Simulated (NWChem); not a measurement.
## Relativistic effects in CH₂I

```
C
H 1 1.0906
H 1 1.0906 2 122.35
I 1 2.0476 2 117.81 3 163.43
```
Charge 0, spin multiplicity 2.

The numbers come from NWChem runs, not from measurements. Structure: optimised with UPBE0/def2-SVP with def2 effective core potentials on I, a minimum by its harmonic frequencies.

Functional B3LYP, all-electron basis x2c-SVPall-2c, contracted for the X2C Hamiltonian and used here with ZORA. The ion keeps the geometry and has multiplicity 1 in the scalar run; the spin-orbit run starts from the same electron counts.

The cost column gives rough processor time relative to scalar ZORA; each entry includes its own SCF.

B3LYP has NWChem's definition, with VWN1-RPA local correlation. The structure started from a generated list of species. The stability of the SCF solutions was not checked.

```tsv
Hamiltonian	ΔSCF ionisation energy (eV)	relative cost
scalar ZORA	8.50	1
spin-orbit ZORA	?	under 3
```

### Question
Complete the blanks.

### Answer

- spin-orbit ZORA, ΔSCF ionisation energy (eV): 8.46
